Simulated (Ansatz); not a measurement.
Task: Name a neutral molecule of Al, C, Ge, O and H with LUMO energy (B3LYP/def2-TZVPP) between -1.85 and -1.55 eV and HOMO–LUMO gap (ωB97M-V/def2-TZVPP) between 9.10 and 9.40 eV (Ansatz, PBE0-D4/def2-TZVP geometry).

Result: `[CH2]1[O][AlH][GeH2]1` (-1.64 eV, 9.21 eV). Other molecules can fit too; these were computed, each in one conformer that needn't be the lowest.

B3LYP here is the variant with VWN-RPA as its local correlation; programs differ in this.
